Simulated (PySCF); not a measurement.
Choosing a molecule for a target property.

Species are written as SMILES; each is one conformer at its optimised geometry, gas phase, non-relativistic unless stated. Electronic properties by PySCF.

Dipoles, sizes and rotational constants follow the conformer. The torsions of the flexible species, by atom-mapped SMILES:
- `[CH3:1][S:2][c:3]1[n:4][cH:5][c:6]([CH3:7])[cH:8][p:9]1`: C1–S2–C3–N4 0°
- `[CH3:1][NH:2][Si@H:3]([SH:4])[N:5]([SiH3:6])[SiH3:7]`: C1–N2–Si3–S4 -48°, N2–Si3–N5–Si6 27°, H–S4–Si3–N2 -62°
- `[CH2:1]=[CH:2][O:3][Si@H:4]([C:5]#[C:6][CH3:7])[S:8][CH:9]=[CH2:10]`: C1–C2–O3–Si4 -173°, C2–O3–Si4–C5 -59°, O3–Si4–S8–C9 180°, Si4–S8–C9–C10 178°
- `[Cl:1][SiH2:2][CH:3]1[CH2:4][CH2:5][CH2:6]1`: Cl1–Si2–C3–C4 -174°

Question: Wanted: dipole moment above 3 D (PBE0/pcSseg-1) and HOMO energy above -7 eV (PBE0/pcSseg-1), at GFN2-xTB geometries. Which candidate meets both?
A. `CN[Si@H](S)N([SiH3])[SiH3]`
B. `Cl[SiH2]C1CCC1`
C. `C=CO[Si@H](C#CC)SC=C`
D. `c1(C)cpc(SC)nc1`

Answer: C. Computed values:
```csv
species,dipole moment,HOMO energy
Cl[SiH2]C1CCC1,2.03 D,-7.95 eV
CN[Si@H](S)N([SiH3])[SiH3],2.22 D,-7.14 eV
c1(C)cpc(SC)nc1,2.73 D,-6.16 eV
C=CO[Si@H](C#CC)SC=C,3.72 D,-6.45 eV
```

Question: Wanted: HOMO–LUMO gap below 8 eV (PBE0/pcSseg-1) and smallest rotational constant below 0.5 GHz (GFN2-xTB), at GFN2-xTB geometries. Which candidate meets both?
A. `C=CO[Si@H](C#CC)SC=C`
B. `c1(C)cpc(SC)nc1`
C. `Cl[SiH2]C1CCC1`
D. `CN[Si@H](S)N([SiH3])[SiH3]`

Answer: A. Computed values:
| species | HOMO–LUMO gap | smallest rotational constant |
| --- | --- | --- |
| c1(C)cpc(SC)nc1 | 4.33 eV | 0.605 GHz |
| C=CO[Si@H](C#CC)SC=C | 5.80 eV | 0.405 GHz |
| CN[Si@H](S)N([SiH3])[SiH3] | 7.26 eV | 0.687 GHz |
| Cl[SiH2]C1CCC1 | 8.40 eV | 1.028 GHz |
